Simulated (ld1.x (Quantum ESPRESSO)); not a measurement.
## Which setting gave this result? (iron, ultrasoft)

Base potential:

* Element: Fe
* Generator: ld1.x (Quantum ESPRESSO) 7.5
* Type: ultrasoft
* Functional: LDA (PZ)
* Relativity: scalar-relativistic
* Frozen core: [Ar]
* Valence charge: 8
* Reference configuration: 3d5 4s0 4p0 (charge +3)
* Partial waves: 4s (bound, empty): rcut 1.40, rcutus 1.50 bohr; 4s channel at 1.65 Ry: rcut 1.40, rcutus 1.50 bohr; 4p (bound, empty): rcut 2.00, rcutus 2.40 bohr; 4p channel at 2.2 Ry: rcut 2.00, rcutus 2.40 bohr; 3d (bound): rcut 0.95, rcutus 1.05 bohr; 3d channel at 0.55 Ry: rcut 0.95, rcutus 1.05 bohr
* Local potential: all-electron potential smoothed inside 1.00 bohr (lloc = -1)
* Core correction: none
* Augmentation charge: PSQ, inside the norm-conserving radii

Cutoffs, loose and tight: the cutoffs (Ry, on a coarse ladder) from which the occupation-weighted sum of valence levels, in a spherical-Bessel basis at the reference potential, stays within 10 and 1 mRy of its value at 400 Ry. They do not see the model core or the augmentation charge, which bear on the density cutoff. Test errors are all-electron minus pseudo excitation energies from the reference, over the configurations 3d6 4s2 4p0; 3d6 4s1 4p0; 3d6 4s0 4p0; 3d6 4s0 4p1; 3d6 4s0 4p2; 3d7 4s1 4p0; 3d6 4s1 4p1 (two spin-polarised tests are not counted in the largest error); variants that change the core or the reference have their own tests.

A file whose overlap is not positive is unfit for use, and its test errors describe a broken file.

Only the scale of all radii (base = 1) is moved (3 further runs of the sweep failed or gave no value and are left out):

```csv
scale of all radii (base = 1),"cutoff, loose","cutoff, tight",bound ghosts,largest test error (meV)
0.76,180 Ry,300 Ry,"s, p",test run stopped at test 1 of 9 (negative rho)
0.85,140 Ry,230 Ry,"s, p","test run stopped at test 7 of 9 (negative rho), 5 before it not solved"
1.2,70 Ry,110 Ry,s,"test run stopped at test 2 of 9 (negative rho), 1 before it not solved"
1.3,55 Ry,90 Ry,s,"+961 over the solved tests; test run stopped at test 9 of 9 (negative rho), 3 before it not solved"
```

One more run gave cutoff, loose: 120 Ry; cutoff, tight: 200 Ry; bound ghosts: s; largest test error (meV): test run stopped at test 1 of 9 (negative rho). Which value of the scale of all radii (base = 1) was used?

0.92. The loose cutoff moves one way along this sweep, from 180 Ry at 0.76 to 55 Ry at 1.3, which places the run between 0.85 and 1.2.
